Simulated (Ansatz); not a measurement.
Relaxation of H$_{12}$O$_{2}$Si$_{5}$ (19 atoms, charge 0, multiplicity 1), to a largest force component of 0.02 eV/Å in at most 40 steps.

Computed with RKS BLYP/STO-3G in Ansatz 0.2.0.

```xyz
19
Properties=species:S:1:pos:R:3:forces:R:3
Si 0.000 0.000 0.000 0.04 -0.49 0.26
Si 0.000 0.000 2.220 0.22 0.24 1.38
H -1.315 -0.407 2.707 0.23 0.37 0.31
H 1.010 -0.935 2.707 -0.15 0.12 0.24
H 0.305 1.342 2.707 -0.01 -0.16 0.15
O 1.584 0.000 -0.559 0.54 0.90 -0.55
Si 2.491 -1.376 -0.887 -0.18 -0.46 -0.06
H 1.660 -2.352 -1.586 0.21 -0.26 -0.06
H 3.632 -1.020 -1.725 -0.07 0.10 0.09
H 2.969 -1.954 0.366 0.14 -0.20 0.01
Si -1.046 1.812 -0.739 -0.25 0.93 -0.67
H -2.430 1.478 -1.061 0.07 0.18 0.01
H -1.022 2.844 0.293 -0.11 0.02 -0.18
H -0.374 2.307 -1.937 -0.23 0.17 0.05
O -0.791 -1.371 -0.559 0.00 -0.64 -1.12
Si -1.673 -2.433 0.398 -0.09 -0.31 0.20
H -1.263 -2.287 1.792 -0.22 -0.46 -0.05
H -3.096 -2.132 0.276 -0.10 -0.08 0.06
H -1.426 -3.804 -0.040 -0.04 0.04 -0.07
```

**Question.** Where does it end, and by what steps?

**Answer.** The run converged. The force dipped under the threshold on the way, but the program's further checks kept it going. Limits of this set-up: minimal basis. After 33 steps the energy has fallen by 0.657 eV; H14 moved furthest, 1.43 Å.

```
step  energy less start (eV)  largest force component (eV/Å)  accepted
   0                  0.0000                           1.381       yes
   2                 -0.4953                           0.346       yes
   4                 -0.5797                           0.214       yes
   6                 -0.6090                           0.227       yes
   8                 -0.6280                           0.277       yes
  10                 -0.6390                           0.128       yes
  12                 -0.6453                           0.033       yes
  14                 -0.6180                           0.430        no
  16                 -0.6487                           0.064       yes
  18                 -0.6502                           0.062       yes
  20                 -0.6518                           0.098       yes
  22                 -0.6539                           0.075       yes
  24                 -0.6552                           0.078       yes
  26                 -0.6562                           0.053       yes
  28                 -0.6569                           0.038       yes
  30                 -0.6573                           0.025       yes
  32                 -0.6574                           0.020       yes
  33                 -0.6575                           0.010       yes
```

```xyz
19
Properties=species:S:1:pos:R:3
Si 0.153 -0.070 0.328
Si 0.124 0.229 2.624
H -1.238 0.304 3.136
H 0.795 -0.852 3.332
H 0.788 1.473 2.988
O 1.772 0.094 -0.239
Si 2.436 -1.290 -1.023
H 1.757 -1.677 -2.260
H 3.780 -0.854 -1.380
H 2.569 -2.472 -0.172
Si -1.182 1.494 -0.739
H -2.532 1.505 -0.191
H -0.639 2.835 -0.569
H -1.295 1.241 -2.169
O -0.152 -1.694 -0.168
Si -1.656 -2.458 0.156
H -1.937 -2.536 1.590
H -2.776 -1.760 -0.478
H -1.556 -3.803 -0.390
```

Time of the run: 110 s on 2 threads of Intel(R) Xeon(R) Platinum 8375C CPU @ 2.90GHz (Ice Lake) (shared host), peak memory 0.17 GiB.
